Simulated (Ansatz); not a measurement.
Program: Ansatz. Geometries: PBE0-D4/def2-TZVP. ΔE: electronic, gas phase. CBS: MP2 limit from def2 TZ/QZ plus the TZ coupled-cluster correction, frozen cores. This one scheme is used for every species, atoms too. DFT in def2-TZVPP. B3LYP here is the variant with VWN-RPA as its local correlation; programs differ in this. HSE06 is defined as in plane-wave codes. No spin–orbit coupling; open shells (•) take unrestricted orbitals. Spin–orbit coupling would lower the free atoms: a little for Cl. Each species was taken in one conformer, which may not be the lowest.

Reaction (homolysis of the Cl–Si bond): `F[SiH](F)S[SiH2]Cl` → Cl• + `F[SiH](F)S[SiH2]`•

`F[SiH](F)S[SiH2]Cl`:

```xyz
9

F     0.188   -1.978   -0.331
Si   -0.663   -1.261    0.797
F    -2.106   -1.046    0.179
S     0.212    0.576    1.342
Si    0.584    1.352   -0.617
Cl    2.447    0.843   -1.284
H    -0.771   -2.132    1.975
H     0.523    2.822   -0.490
H    -0.414    0.823   -1.570
```

`F[SiH](F)S[SiH2]`•:

```xyz
8

F    -0.760   -1.488   -0.954
Si   -0.114   -1.348    0.487
F    -1.330   -1.173    1.488
S     1.192    0.299    0.569
Si   -0.045    1.775   -0.383
H     0.611   -2.580    0.827
H    -0.245    1.462   -1.824
H     0.691    3.054   -0.211
```

```json
{"level": "LDA (SPW92)", "ΔE (kJ/mol)": "512.5", "difference from CCSD(T)/CBS": "43.6"}
{"level": "revPBE-D4", "ΔE (kJ/mol)": "443.3", "difference from CCSD(T)/CBS": "-25.6"}
{"level": "BLYP-D4", "ΔE (kJ/mol)": "437.8", "difference from CCSD(T)/CBS": "-31.1"}
{"level": "r2SCAN-D4", "ΔE (kJ/mol)": "453.7", "difference from CCSD(T)/CBS": "-15.2"}
{"level": "B97M-V", "ΔE (kJ/mol)": "466.2", "difference from CCSD(T)/CBS": "-2.7"}
{"level": "PBE0-D4", "ΔE (kJ/mol)": "455.1", "difference from CCSD(T)/CBS": "-13.8"}
{"level": "B3LYP-D4", "ΔE (kJ/mol)": "444.4", "difference from CCSD(T)/CBS": "-24.5"}
{"level": "r2SCANh-D4", "ΔE (kJ/mol)": "451.7", "difference from CCSD(T)/CBS": "-17.2"}
{"level": "r2SCAN0-D4", "ΔE (kJ/mol)": "448.7", "difference from CCSD(T)/CBS": "-20.2"}
{"level": "HSE06-D4", "ΔE (kJ/mol)": "455.3", "difference from CCSD(T)/CBS": "-13.6"}
{"level": "BHLYP-D4", "ΔE (kJ/mol)": "441.1", "difference from CCSD(T)/CBS": "-27.8"}
{"level": "CAM-B3LYP-D4", "ΔE (kJ/mol)": "449.2", "difference from CCSD(T)/CBS": "-19.7"}
{"level": "ωB97M-V", "ΔE (kJ/mol)": "472.5", "difference from CCSD(T)/CBS": "3.6"}
{"level": "B2PLYP", "ΔE (kJ/mol)": "447.5", "difference from CCSD(T)/CBS": "-21.4"}
{"level": "PBE-QIDH", "ΔE (kJ/mol)": "462.1", "difference from CCSD(T)/CBS": "-6.8"}
{"level": "PBE", "ΔE (kJ/mol)": "449.5", "difference from CCSD(T)/CBS": "-19.4"}
{"level": "revPBE", "ΔE (kJ/mol)": "428.1", "difference from CCSD(T)/CBS": "-40.8"}
{"level": "BLYP", "ΔE (kJ/mol)": "424.0", "difference from CCSD(T)/CBS": "-44.9"}
{"level": "r2SCAN", "ΔE (kJ/mol)": "451.9", "difference from CCSD(T)/CBS": "-17.0"}
{"level": "PBE0", "ΔE (kJ/mol)": "449.1", "difference from CCSD(T)/CBS": "-19.8"}
{"level": "B3LYP", "ΔE (kJ/mol)": "433.5", "difference from CCSD(T)/CBS": "-35.4"}
{"level": "r2SCANh", "ΔE (kJ/mol)": "449.7", "difference from CCSD(T)/CBS": "-19.2"}
{"level": "r2SCAN0", "ΔE (kJ/mol)": "446.5", "difference from CCSD(T)/CBS": "-22.4"}
{"level": "HSE06", "ΔE (kJ/mol)": "449.6", "difference from CCSD(T)/CBS": "-19.3"}
{"level": "BHLYP", "ΔE (kJ/mol)": "431.9", "difference from CCSD(T)/CBS": "-37.0"}
{"level": "CAM-B3LYP", "ΔE (kJ/mol)": "442.9", "difference from CCSD(T)/CBS": "-26.0"}
{"level": "LC-ωPBE", "ΔE (kJ/mol)": "446.9", "difference from CCSD(T)/CBS": "-22.0"}
{"level": "RPA@PBE/def2-TZVPP", "ΔE (kJ/mol)": "412.2", "difference from CCSD(T)/CBS": "-56.7"}
{"level": "HF/def2-SVP", "ΔE (kJ/mol)": "339.0", "difference from CCSD(T)/CBS": "-129.9"}
{"level": "MP2/def2-SVP", "ΔE (kJ/mol)": "437.6", "difference from CCSD(T)/CBS": "-31.3"}
{"level": "CCSD(T)/def2-SVP", "ΔE (kJ/mol)": "420.2", "difference from CCSD(T)/CBS": "-48.7"}
{"level": "MP2/def2-TZVPP", "ΔE (kJ/mol)": "473.4", "difference from CCSD(T)/CBS": "4.5"}
{"level": "SCS-MP2/def2-TZVPP", "ΔE (kJ/mol)": "461.9", "difference from CCSD(T)/CBS": "-7.0"}
{"level": "CCSD/def2-TZVPP", "ΔE (kJ/mol)": "439.6", "difference from CCSD(T)/CBS": "-29.3"}
{"level": "CCSD(T)/def2-TZVPP", "ΔE (kJ/mol)": "449.2", "difference from CCSD(T)/CBS": "-19.7"}
{"level": "HF/def2-QZVPP", "ΔE (kJ/mol)": "348.6", "difference from CCSD(T)/CBS": "-120.3"}
{"level": "MP2/def2-QZVPP", "ΔE (kJ/mol)": "485.0", "difference from CCSD(T)/CBS": "16.1"}
{"level": "HF/CBS(def2)", "ΔE (kJ/mol)": "348.7", "difference from CCSD(T)/CBS": "-120.2"}
{"level": "MP2/CBS(def2)", "ΔE (kJ/mol)": "493.1", "difference from CCSD(T)/CBS": "24.2"}
{"level": "CCSD/CBS(def2)", "ΔE (kJ/mol)": "459.2", "difference from CCSD(T)/CBS": "-9.7"}
{"level": "CCSD(T)/CBS", "ΔE (kJ/mol)": "468.9", "difference from CCSD(T)/CBS": "0"}
```

Largest T1 diagnostic among the species: 0.014.

The D4 term adds +10.8 kJ/mol with B3LYP and +6.0 kJ/mol with PBE0; it sums over pairs of atoms, weighted by their polarisabilities, and B3LYP, whose exchange is more repulsive, gets the larger term. Leaving LDA and LC-ωPBE aside and taking each functional with its dispersion term where it has one, the values spread over 34.6 kJ/mol, from BLYP-D4 to ωB97M-V. LDA lies +63.0 kJ/mol from PBE without D4, its usual overbinding. At CCSD(T), def2-SVP lies −48.7 kJ/mol from the extrapolated value and def2-TZVPP −19.7 kJ/mol: correlation converges slowly with the basis, and small sets miss more of it in the bonded molecule than in its fragments.

CCSD(T)/CBS has its own doubt, a few kJ/mol and more with outer-core shells, so smaller differences from it don't rank the levels.
